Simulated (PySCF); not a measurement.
O2Se, SMILES O=[Se]=O (connectivity only; charge and spin as stated), charge +1, multiplicity 2.

Geometry optimised at r2SCAN-D4/def2-TZVP. The multiplicity is an assumed one; other spin states were not compared.

Method: r2SCAN-D4/def2-TZVP (PySCF).

Frequencies are harmonic and unscaled.

### Question
Estimate the vibrational spectrum. (The exact figures need the calculation; the answer reports its results.)

### Answer

| mode | ν (cm⁻¹) | IR (km/mol) | moving atoms (share of kinetic energy) |
|---|---|---|---|
| 1 | 294 | 9.0 | O 79 %, Se 21 % |
| 2 | 678 | 64.0 | O 76 %, Se 24 % |
| 3 | 919 | 0.0 | O 93 % |
